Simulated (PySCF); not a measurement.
Gas-phase reaction: TaCl₄NH₂ ⇌ TaCl₃NH + HCl

Energies from PySCF, thermal terms from the rigid-rotor harmonic-oscillator model, ideal gas at 1 bar. † marks an energy on the PBE0/def2-TZVP geometry and frequencies; other levels use their own. MP2 and CCSD(T) freeze the core. All species are closed-shell singlets. B3LYP is the form with VWN-RPA correlation. Ta: scalar-relativistic def2 core potential, no spin-orbit coupling. TaCl₄NH₂, TaCl₃NH: computed as isolated molecules; such fragments, hydroxides, amides, oligomers or adducts are transient or little studied in the gas. MP2 isn't extrapolated to the basis-set limit; its ΔH°(298 K) is 86.9 kJ in def2-SVP and 98.2 kJ in def2-TZVPP. CCSD(T) isn't extrapolated to the basis-set limit. The harmonic model lacks anharmonicity and excited electronic states, which grow with temperature; levels with a mode under 35 cm⁻¹ are left out. Soft modes under 120 cm⁻¹ make the harmonic entropy rough for TaCl₄NH₂, TaCl₃NH.

```json
[
 {"level": "B3LYP/def2-TZVP†", "ΔE electronic, kJ": "120", "ΔH°(298 K), kJ": "105", "ΔS°(298 K), J/K": "143", "ΔG°(2000 K), kJ": "-168"},
 {"level": "CCSD(T)/def2-SVP†", "ΔE electronic, kJ": "116", "ΔH°(298 K), kJ": "102", "ΔS°(298 K), J/K": "143", "ΔG°(2000 K), kJ": "-171"},
 {"level": "HF/def2-TZVP†", "ΔE electronic, kJ": "119", "ΔH°(298 K), kJ": "105", "ΔS°(298 K), J/K": "143", "ΔG°(2000 K), kJ": "-168"},
 {"level": "MP2/def2-SVP†", "ΔE electronic, kJ": "101", "ΔH°(298 K), kJ": "87", "ΔS°(298 K), J/K": "143", "ΔG°(2000 K), kJ": "-186"},
 {"level": "MP2/def2-TZVPP†", "ΔE electronic, kJ": "112", "ΔH°(298 K), kJ": "98", "ΔS°(298 K), J/K": "143", "ΔG°(2000 K), kJ": "-175"},
 {"level": "PBE/def2-SVP", "ΔE electronic, kJ": "144", "ΔH°(298 K), kJ": "131", "ΔS°(298 K), J/K": "142", "ΔG°(2000 K), kJ": "-138"},
 {"level": "PBE0/def2-SVP†", "ΔE electronic, kJ": "145", "ΔH°(298 K), kJ": "131", "ΔS°(298 K), J/K": "143", "ΔG°(2000 K), kJ": "-142"},
 {"level": "r2SCAN/def2-TZVP†", "ΔE electronic, kJ": "149", "ΔH°(298 K), kJ": "134", "ΔS°(298 K), J/K": "143", "ΔG°(2000 K), kJ": "-139"},
 {"level": "ωB97M-V/def2-TZVP†", "ΔE electronic, kJ": "141", "ΔH°(298 K), kJ": "127", "ΔS°(298 K), J/K": "143", "ΔG°(2000 K), kJ": "-146"},
 {"level": "ωB97X-V/def2-TZVP†", "ΔE electronic, kJ": "138", "ΔH°(298 K), kJ": "124", "ΔS°(298 K), J/K": "143", "ΔG°(2000 K), kJ": "-149"}
]
```
ΔH° is lowest at MP2/def2-SVP† and highest at r2SCAN/def2-TZVP†. No reference value is set beside these.
